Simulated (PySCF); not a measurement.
## Electron correlation in P²⁺ (phosphorus, charge +2)

[Ne] 3s2 3p1, 2P determinant. Computed with PySCF 2.14 in dyall-acv3z, with scalar relativity by spin-free X2C-1e. Frozen: [Ne]; 3 electrons correlated; the 26 highest virtual orbitals of each spin left out.

MP2 pair energies summed by pair of shells (mhartree):

```
 pair  energy  share (%)
3s-3s  -26.03       54.7
3s-3p  -21.59       45.3
```

Total MP2 correlation energy: -47.62 mhartree.

Same-spin part -3.02 and opposite-spin part -44.61 mhartree; SCS-MP2 scales them by 1/3 and 6/5 to -54.53 mhartree.
